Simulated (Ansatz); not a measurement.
Consider the ligand exchange at the Si–O bond: `C=C[SiH2]O[SiH](F)F` + `[NH2][GeH3]` → `F[SiH](F)[NH][GeH3]` + `C=C[SiH2]O`.

Isolated molecules relaxed with PBE0-D4/def2-TZVP in Ansatz; ΔE leaves out vibrations. CCSD(T)/CBS adds triple-zeta CCSD(T) − MP2 to the extrapolated MP2 energy (def2 sets, frozen cores). Functionals use def2-TZVPP. For Ge outer-core shells are correlated without core-valence functions, which leaves a few kJ/mol of doubt a bond. Scalar relativity is left out up to krypton. One conformer a species, not always the lowest.

```json
{"species": "`C=C[SiH2]O[SiH](F)F`", "ωB97X-V energy (Eh)": "-933.90574"}
{"species": "`[NH2][GeH3]`", "ωB97X-V energy (Eh)": "-2134.57716"}
{"species": "`F[SiH](F)[NH][GeH3]`", "ωB97X-V energy (Eh)": "-2623.92529"}
{"species": "`C=C[SiH2]O`", "ωB97X-V energy (Eh)": "-444.53715"}
```

(1) Work out ΔE.

Largest T1 diagnostic among the species: 0.012.

Results:

(1) ΔE = (-2623.92529) + (-444.53715) − (-933.90574) − (-2134.57716) = 0.02046 Eh = +53.7 kJ/mol. CCSD(T)/CBS gives +54.6 kJ/mol.

In def2-TZVPP, CCSD(T) changes the Hartree–Fock value by −9.8 kJ/mol (the triples alone add −1.4 kJ/mol) and MP2 by −11.0 kJ/mol.
